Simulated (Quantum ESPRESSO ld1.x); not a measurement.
Species: the arsenic ion As3.5+. Configuration: [Ar] 3d10 4s(up 1, down 0.5) (fractional occupations, a model configuration). Calculated with ld1.x of Quantum ESPRESSO 7.5: non-relativistic Kohn-Sham, LDA (Slater exchange, Perdew-Zunger correlation), spin-polarised, spherical densities, point nucleus.

Normalised radial functions P(r) = r R(r), r in bohr:

```
   r/bohr * 3d up, o 4s up (the largest magnitude, 1.21, reaches the edge; | marks zero, & curves that meet)
  0.00489                             * o
 0.005603                             * o
 0.006368                             * o
 0.007237                             * o
 0.008292                             * o
 0.009424                             * o
  0.01071                             *  o
  0.01217                             *  o
  0.01395                             *  o
  0.01585                             *  o
  0.01802                             *  o
  0.02048                             *   o
  0.02346                             *   o
  0.02666                             *  o
   0.0303                             *  o
  0.03444                             *  o
  0.03946                             *  o
  0.04485                             |*o
  0.05097                             |&
   0.0584                             o*
  0.06637                            o| *
  0.07543                           o | *
  0.08573                          o  |  *
  0.09822                         o   |   *
   0.1116                        o    |    *
   0.1269                       o     |      *
   0.1442                       o     |        *
   0.1652                       o     |          *
   0.1878                         o   |            *
   0.2134                          o  |               *
   0.2445                             o                 *
   0.2779                             |  o                 *
   0.3158                             |    o                 *
    0.359                             |       o                *
   0.4113                             |        o                 *
   0.4674                             |         o                *
   0.5313                             |        o                 *
   0.6038                             |     o                   *
   0.6918                             | o                     *
   0.7862                           o |                    *
   0.8936                      o      |                 *
    1.016                 o           |              *
    1.164             o               |           *
    1.322           o                 |        *
    1.503          o                  |      *
    1.722          o                  |    *
    1.957            o                |  *
    2.224               o             | *
    2.528                   o         |*
    2.896                      o      *
    3.292                         o   *
    3.742                           o *
    4.252                            o*
    4.872                             &
    5.537                             &
```

3d up: eigenvalue -83.954 eV, 0 radial nodes, <r> = 0.668 bohr, 90 % of the charge inside 1.12 bohr. 4s up: eigenvalue -50.646 eV, 3 radial nodes at r = 0.0603, 0.245, 0.743 bohr, <r> = 1.73 bohr, 90 % of the charge inside 2.51 bohr.
